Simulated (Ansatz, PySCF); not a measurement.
This Ansatz (an electronic-structure program) input computes a PBE/def2-TZVPD energy:

Ansatz 0.2 input:
```yaml
crystal:
  periodic: [false, false, false]
  atoms:
    - {symbol: B, position_ang: [-0.01579509, 0.40555182, -0.00301507]}
    - {symbol: Cl, position_ang: [-0.08349558, 2.14381667, -0.01593818]}
    - {symbol: Br, position_ang: [1.67383269, -0.48534880, -0.00895730]}
    - {symbol: Br, position_ang: [-1.63102126, -0.61386955, 0.01712943]}
basis:
  gaussian:
    orbitals: def2-TZVPD
hamiltonian:
  xc: {name: PBE}
output: {forces: true}
```

Q: Write an input for the same energy in PySCF and say what it gives.

A: 
```python
from pyscf import gto, scf, dft

mol = gto.M(
    atom='''
    B    -0.01579509    0.40555182   -0.00301507
    Cl   -0.08349558    2.14381667   -0.01593818
    Br    1.67383269   -0.48534880   -0.00895730
    Br   -1.63102126   -0.61386955    0.01712943
    ''',
    basis='def2-tzvpd',
    charge=0,
    spin=0,
    verbose=4,
)

mf = dft.RKS(mol, xc='pbe').density_fit(auxbasis='def2-universal-jkfit')
mf.grids.level = 3
mf.conv_tol = 1e-9
mf.max_cycle = 100
mf.max_memory = 1500
mf.kernel()
if not mf.converged:
    mf = mf.newton()
    mf.kernel(mf.make_rdm1())
mf.analyze()
```
It gives -5632.49685 Eh, and Ansatz -5632.49681 Eh, a difference of 0.04 mEh, from the treatment of integrals and grids.
